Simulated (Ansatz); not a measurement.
C2H8O4Si, SMILES `CO[Si](O)(O)OC`: the same geometry under several functionals.

```yaml
crystal:
  periodic: [false, false, false]
  atoms:
    - {symbol: C, position_ang: [-0.979093, 2.061363, 0.178824]}
    - {symbol: O, position_ang: [-1.063424, 0.695166, 0.523444]}
    - {symbol: Si, position_ang: [-0.470868, -0.517489, -0.383314]}
    - {symbol: O, position_ang: [-0.995047, -1.902980, 0.297392]}
    - {symbol: O, position_ang: [-0.978950, -0.262588, -1.911250]}
    - {symbol: O, position_ang: [1.151777, -0.601935, -0.444628]}
    - {symbol: C, position_ang: [1.970842, -0.978703, 0.641442]}
    - {symbol: H, position_ang: [-1.561077, 2.631147, 0.904923]}
    - {symbol: H, position_ang: [0.057389, 2.412892, 0.208936]}
    - {symbol: H, position_ang: [-1.382458, 2.243505, -0.821335]}
    - {symbol: H, position_ang: [-1.877640, -1.894964, 0.669274]}
    - {symbol: H, position_ang: [-0.492130, -0.704078, -2.607973]}
    - {symbol: H, position_ang: [1.941013, -0.227687, 1.437595]}
    - {symbol: H, position_ang: [2.996948, -1.062016, 0.279858]}
    - {symbol: H, position_ang: [1.660918, -1.942133, 1.056110]}
basis:
  gaussian: {orbitals: def2-TZVPP}
hamiltonian: {xc: pbe0, dispersion: d4}
output: {orbitals: {seedname: orbitals}}
```

```sh
$ ansatz run in.yaml --threads 4 --pin off --events-out ev --progress --plain --max-ram 11315MiB
```

Output, abridged:

```
Functional definition: PBE0
1727 factors; their error is unknown
mean field evaluation 1: about -18251.1281 eV, gradient 9.3e1 eV
mean field evaluation 2: about -18239.9389 eV, gradient 1.2e2 eV
mean field evaluation 4: about -18265.4570 eV, gradient 3.8e0 eV
mean field evaluation 8: about -18265.4816 eV, gradient 6.2e-2 eV
mean field evaluation 16: about -18265.5074 eV, gradient 8.8e-5 eV
mean field -18265.50739202 eV, -671.2450158512 hartree, gradient 4.4e-6 eV, S^2 0.000000; 0 other end points of the search recorded, 0 dependent functions left out
reference -18265.50742858 eV, -671.2450171946 hartree; 33, 33 occupied and 307, 307 virtual orbitals, 1727 factors
Total energy: -18265.79155073 eV, -671.2554584911 hartree
```

Hardware: 4 threads of an Arm Neoverse V1 on a shared host. Wall time 7.5 s, peak host memory 1.1 GiB.

With the line `hamiltonian: {xc: {name: BHLYP}, dispersion: d4}` (abridged; 8 s):

```
Functional definition: BHLYP
mean field evaluation 16: about -18275.1284 eV, gradient 1.1e-4 eV
mean field -18275.12837248 eV, -671.5985803616 hartree, gradient 5.2e-5 eV, S^2 0.000000
Total energy: -18275.51951316 eV, -671.6129545166 hartree
```

Changing it to `hamiltonian: {xc: {name: r2SCAN0}, dispersion: d4}` (abridged; 12 s):

```
Functional definition: r2SCAN0
mean field evaluation 16: about -18272.8529 eV, gradient 1.5e-4 eV
mean field -18272.85291666 eV, -671.5149589029 hartree, gradient 1.1e-5 eV, S^2 0.000000
Total energy: -18272.95495695 eV, -671.5187088141 hartree
```

Changing it to `hamiltonian: {xc: pbe, dispersion: d4}` and forces (abridged; 5.5 s):

```
Functional definition: PBE
mean field evaluation 16: about -18264.2925 eV, gradient 7.2e-4 eV
mean field -18264.29254388 eV, -671.2003710056 hartree, gradient 3.3e-5 eV, S^2 0.000000
Total energy: -18264.62726420 eV, -671.2126717503 hartree
Atom 0 force     0.013663     0.222400    -0.048381 eV/Å
Atom 1 force    -0.250326    -0.069591     0.439267 eV/Å
Atom 2 force    -0.024126    -0.026462    -0.019818 eV/Å
Atom 3 force     0.219594    -0.478684     0.080201 eV/Å
Atom 4 force    -0.385877     0.296584    -0.216649 eV/Å
Atom 5 force     0.273974     0.095493    -0.419850 eV/Å
Atom 6 force     0.137702    -0.056554     0.172695 eV/Å
Atom 7 force    -0.122682     0.142894     0.150194 eV/Å
Atom 8 force     0.220364     0.102190    -0.000276 eV/Å
Atom 9 force    -0.083822     0.068661    -0.218696 eV/Å
Atom 10 force    -0.408072    -0.013901     0.175818 eV/Å
Atom 11 force     0.213884    -0.198808    -0.335233 eV/Å
Atom 12 force     0.010773     0.150963     0.189998 eV/Å
Atom 13 force     0.232045    -0.023134    -0.060459 eV/Å
Atom 14 force    -0.047094    -0.212051     0.111191 eV/Å
Dipole moment:     0.052519     0.057518     0.043101 e Å
```

Changing it to `hamiltonian: {xc: {name: r2SCANh}, dispersion: d4}` (abridged; 12 s):

```
Functional definition: r2SCANh
mean field evaluation 16: about -18273.7155 eV, gradient 1.8e-4 eV
mean field -18273.71553413 eV, -671.5466595099 hartree, gradient 1.8e-5 eV, S^2 0.000000
Total energy: -18273.80851460 eV, -671.5500764792 hartree
```

The same input with `hamiltonian: {xc: {name: B2PLYP}}` (abridged; 15 s):

```
Functional definition: B2PLYP
mean field evaluation 16: about -18257.4831 eV, gradient 1.1e-4 eV
mean field -18257.48307300 eV, -670.9501275661 hartree, gradient 2.1e-6 eV, S^2 0.000000
11 core orbitals not correlated: weight in the atoms' cores, before any rotation towards them, 1.000 or more for the frozen orbitals, at most 0.000 for the correlated occupied ones
second order -46.03451893 eV of doubles, -0.00000000 eV of singles
Total energy: -18269.91259006 eV, -671.4069038933 hartree
```
